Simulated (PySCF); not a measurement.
C₃S₂. Atoms are numbered in the order given.

```xyz
5

S      0.0000     0.0000    -2.8402
C      0.0000     0.0000    -1.2831
C      0.0000     0.0000     0.0000
C      0.0000     0.0000     1.2831
S      0.0000     0.0000     2.8402
```
Charge 0, spin multiplicity 1.

Geometry: PBE0-D3(BJ)/def2-SVP.

These are PySCF with TDA-PBE0/def2-SVPD values and carry that method's errors.

Vertical excitations; the highest root listed may be one member of a degenerate set. Isolated molecule, no solvent. State labels are in the subgroup D2h.

Computed excitation energies, oscillator strengths and character:
```json
[
 {"state": "S1", "symmetry": "Au", "energy (eV)": "2.66", "λ (nm)": "465", "f": "0.000", "main pairs": "HOMO−1→LUMO 50 %, HOMO→LUMO+1 50 %"},
 {"state": "S2", "symmetry": "B1u", "energy (eV)": "2.87", "λ (nm)": "433", "f": "0.000", "main pairs": "HOMO−1→LUMO+1, HOMO→LUMO (degenerate set)"},
 {"state": "S3", "symmetry": "Au", "energy (eV)": "2.87", "λ (nm)": "433", "f": "0.000", "main pairs": "HOMO→LUMO+1, HOMO−1→LUMO (degenerate set)"},
 {"state": "S4", "symmetry": "B1g", "energy (eV)": "5.26", "λ (nm)": "236", "f": "0.000", "main pairs": "HOMO−2→LUMO 49 %, HOMO−3→LUMO+1 49 %"},
 {"state": "S5", "symmetry": "Ag", "energy (eV)": "5.52", "λ (nm)": "225", "f": "0.000", "main pairs": "HOMO−2→LUMO+1, HOMO−3→LUMO (degenerate set)"},
 {"state": "S6", "symmetry": "B1g", "energy (eV)": "5.52", "λ (nm)": "225", "f": "0.000", "main pairs": "HOMO−3→LUMO+1, HOMO−2→LUMO (degenerate set)"},
 {"state": "S7", "symmetry": "B2u", "energy (eV)": "6.61", "λ (nm)": "188", "f": "0.022", "main pairs": "HOMO−1→LUMO+2 (degenerate set)"},
 {"state": "S8", "symmetry": "B3u", "energy (eV)": "6.61", "λ (nm)": "188", "f": "0.022", "main pairs": "HOMO→LUMO+2 (degenerate set)"},
 {"state": "S9", "symmetry": "Au", "energy (eV)": "6.73", "λ (nm)": "184", "f": "0.000", "main pairs": "HOMO−4→LUMO+1 49 %, HOMO−5→LUMO 49 %"},
 {"state": "S10", "symmetry": "B1u", "energy (eV)": "6.95", "λ (nm)": "178", "f": "4.646", "main pairs": "HOMO−1→LUMO+1 35 %, HOMO→LUMO 35 %, HOMO−1→LUMO+9 10 %, HOMO→LUMO+8 10 %"},
 {"state": "T1", "symmetry": "B1u", "energy (eV)": "2.16", "λ (nm)": "573", "f": "0", "main pairs": "HOMO−1→LUMO+1 50 %, HOMO→LUMO 50 %"},
 {"state": "T2", "symmetry": "B1u", "energy (eV)": "2.36", "λ (nm)": "525", "f": "0", "main pairs": "HOMO→LUMO, HOMO−1→LUMO+1 (degenerate set)"},
 {"state": "T3", "symmetry": "Au", "energy (eV)": "2.36", "λ (nm)": "525", "f": "0", "main pairs": "HOMO−1→LUMO, HOMO→LUMO+1 (degenerate set)"},
 {"state": "T4", "symmetry": "Au", "energy (eV)": "2.66", "λ (nm)": "465", "f": "0", "main pairs": "HOMO→LUMO+1 50 %, HOMO−1→LUMO 50 %"}
]
```
Triplets are in the Tamm–Dancoff approximation.
